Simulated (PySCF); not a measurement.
C2H8BFN2. Atoms are numbered in the order given.

```xyz
14

C      1.7564    -0.3516     0.6415
C      0.7474     0.0667    -0.4127
F      0.8575     1.4648    -0.5828
B     -0.7642    -0.3014    -0.0343
N     -1.1362    -1.6639     0.0914
N     -1.6460     0.7753     0.1872
H      1.5166     0.1165     1.6096
H      2.7785    -0.0535     0.3571
H      1.7410    -1.4439     0.7832
H      1.0265    -0.3845    -1.3865
H     -0.5019    -2.4269    -0.1001
H     -2.0699    -1.9737     0.3280
H     -1.3112     1.7230     0.0671
H     -2.6228     0.6962     0.4351
```

Coordinates come from a r2SCAN-D4/def2-SVP optimisation. The structure was generated by enumeration; whether it is a known compound was not checked. One conformer was computed; it need not be the lowest.

All values below come from PBE0/def2-TZVP run with PySCF.

```yaml
total_energy: -315.09271 hartree
highest_occupied_level: -6.99 eV
lowest_empty_level: 0.79 eV
orbital_gap: 7.78 eV
dipole_moment: 2.49 D
quadrupole, principal values (traceless, Buckingham form, about the centre of nuclear charge): -6.94, 0.19, 6.75 D·Å
mean_static_polarisability: 54.8 bohr³ (8.12 Å³)
polarisability_principal_values: 46.6, 57.4, 60.3 bohr³
```
